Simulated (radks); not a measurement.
Valence configurations of Ta (all share [Xe]). All-electron calculation, scalar-relativistic Kohn-Sham, BLYP, spin-polarised, spherical densities, point nucleus; open shells are filled with parallel spins first (spin-orbit coupling, left out, can overturn this in heavy ions). Program: a radial shooting solver on a logarithmic mesh with Libxc functionals. Energies are relative to 4f14 5d3 6s2; eigenvalues in eV for spin up.

[
 {"valence": "4f14 5d3 6s2", "E (eV)": "0.000", "moment (Bohr magnetons)": "3", "e(4f)": "-24.288", "e(5d)": "-3.941", "e(6p)": "-", "e(6s)": "-5.630"},
 {"valence": "4f14 5d3 6s1 6p1", "E (eV)": "3.126", "moment (Bohr magnetons)": "5", "e(4f)": "-25.668", "e(5d)": "-5.260", "e(6p)": "-2.220", "e(6s)": "-6.787"},
 {"valence": "4f14 5d5", "E (eV)": "3.230", "moment (Bohr magnetons)": "5", "e(4f)": "-20.976", "e(5d)": "-2.289", "e(6p)": "-", "e(6s)": "-"},
 {"valence": "4f14 5d2 6s2 6p1", "E (eV)": "3.289", "moment (Bohr magnetons)": "3", "e(4f)": "-28.078", "e(5d)": "-6.459", "e(6p)": "-2.393", "e(6s)": "-7.211"},
 {"valence": "4f13.5 5d3.5 6s2", "E (eV)": "10.877", "moment (Bohr magnetons)": "4", "e(4f)": "-28.611", "e(5d)": "-4.540", "e(6p)": "-", "e(6s)": "-5.754"},
 {"valence": "4f13.5 5d1.5 6s2 6p2", "E (eV)": "20.464", "moment (Bohr magnetons)": "4", "e(4f)": "-36.679", "e(5d)": "-9.853", "e(6p)": "-3.356", "e(6s)": "-8.911"},
 {"valence": "4f13 5d4 6s2", "E (eV)": "23.383", "moment (Bohr magnetons)": "5", "e(4f)": "-33.070", "e(5d)": "-5.140", "e(6p)": "-", "e(6s)": "-5.863"},
 {"valence": "4f13 5d4 6s1 6p1", "E (eV)": "26.519", "moment (Bohr magnetons)": "7", "e(4f)": "-34.474", "e(5d)": "-6.491", "e(6p)": "-2.239", "e(6s)": "-7.034"},
 {"valence": "4f13 5d3 6s2 6p1", "E (eV)": "27.988", "moment (Bohr magnetons)": "5", "e(4f)": "-37.166", "e(5d)": "-7.956", "e(6p)": "-2.459", "e(6s)": "-7.557"},
 {"valence": "4f11.5 5d3.5 6s2 6p2", "E (eV)": "86.477", "moment (Bohr magnetons)": "8", "e(4f)": "-56.279", "e(5d)": "-13.239", "e(6p)": "-3.509", "e(6s)": "-9.606"}
]

NIST lists [Xe] 4f14 5d3 6s2 as the ground configuration; this level of theory agrees among the configurations tried. The energies are those of spherical high-spin densities, not of single terms.
